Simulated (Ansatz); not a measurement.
Species: CH9Si3, charge 0, multiplicity 2. It need not be the lowest isomer of its formula. SMILES: C[Si]([SiH3])[SiH3]
Coordinates optimised at B3LYP-D3(BJ)/def2-TZVP (Ansatz, an electronic-structure program):
```
Si
C 1 1.8931
H 2 1.0910 1 110.92
H 2 1.0910 3 108.32 1 -121.96
H 2 1.0934 3 108.02 4 -116.77
Si 1 2.3331 2 113.33 3 53.55
H 6 1.4829 1 109.44 2 -178.91
H 6 1.4847 7 108.80 1 -120.44
H 6 1.4880 7 108.25 8 -116.68
Si 1 2.3331 2 113.33 3 -173.97
H 10 1.4829 1 109.44 2 178.91
H 10 1.4847 11 108.80 1 120.44
H 10 1.4880 11 108.25 12 116.68
```
Charge 0, spin multiplicity 2.

Quantity: atomisation energy (electronic, to ground-state atoms), in kcal/mol. Valence correlation only, unless marked. UHF or UKS for open shells. Spin-orbit coupling is left out. No relativistic terms. The coupled-cluster limit lacks core correlation, which all-electron functionals hold. Basis-set limits of correlation are two-point, X^-3; Hartree-Fock from the larger set.

| level | program | atomisation energy (kcal/mol) |
|---|---|---|
| BLYP-D4/def2-TZVPD | Ansatz + dftd4 | ? |
| PBE0/STO-3G | Ansatz | 1286.0 |
| PBE0/def2-SVP | Ansatz | ? |
| wB97X-V/def2-TZVPD | Ansatz | 967.2 |
| SCS-MP2/cc-pV(Q+d)Z | Ansatz | 954.2 |
| CCSD/6-31G | Ansatz | 777.1 |
| CCSD(T)/CBS(cc-pV(T+d)Z,cc-pV(Q+d)Z) | Ansatz | ? |

### Question
Complete the blanks.

### Answer

- BLYP-D4/def2-TZVPD, atomisation energy (kcal/mol): 949.0
- PBE0/def2-SVP, atomisation energy (kcal/mol): 947.2
- CCSD(T)/CBS(cc-pV(T+d)Z,cc-pV(Q+d)Z), atomisation energy (kcal/mol): 961.4
